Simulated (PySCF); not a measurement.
CH4Si, triplet, geometry from GFN2-xTB (a higher spin typed on purpose: for a closed-shell molecule this is an excited state). Base run: PySCF with PBE0/def2-SVP.

Here is a job for PySCF.
```python
from pyscf import gto, scf, dft, solvent

mol = gto.M(
    atom='''
C    -1.224263   -0.028558    0.103023
Si    0.604235   -0.020371   -0.113935
H    -1.698612    0.410994    0.967765
H    -1.909038   -0.462422   -0.604276
H     1.320439   -0.806216    0.885938
H     1.173496    1.314189   -0.272477
''',
    basis='def2-svp',
    charge=0,
    spin=2,
    verbose=4,
)

mf = dft.UKS(mol)
mf.xc = 'pbe0'
mf.kernel()
mf.analyze()
```

The base run was repeated with changes; each row names its change, and settings that it needs were set with it.

```tsv
change	ΔE vs base (kJ/mol)	dipole (D)
base	0.00	0.74
model = IEF-PCM; solvent = n-hexane; vdw_scale = 1.0	-1.92	0.82
model = IEF-PCM; solvent = toluene	-1.19	0.84
model = IEF-PCM; solvent = n-hexane; vdw_scale = 1.1	-1.27	0.82
model = IEF-PCM; solvent = 2-propanol	-2.37	0.93
model = IEF-PCM; solvent = acetonitrile	-2.47	0.94
model = IEF-PCM; solvent = dichloromethane	-2.15	0.91
model = IEF-PCM; solvent = n-hexane	-0.91	0.81
model = SS(V)PE; solvent = n-hexane	-0.91	0.81
model = C-PCM; solvent = n-hexane	-1.15	0.83
model = ddCOSMO; solvent = n-hexane	-0.74	0.80
model = IEF-PCM; solvent = n-hexane; vdw_scale = 1.4	-0.52	0.80
```

The base is the gas phase, so ΔE is the electrostatic part of solvation at a fixed geometry, without cavity and dispersion terms.

Open shells are given as the SCF converged; they aren't shown to be the lowest states, and a large step between rows can be another state.
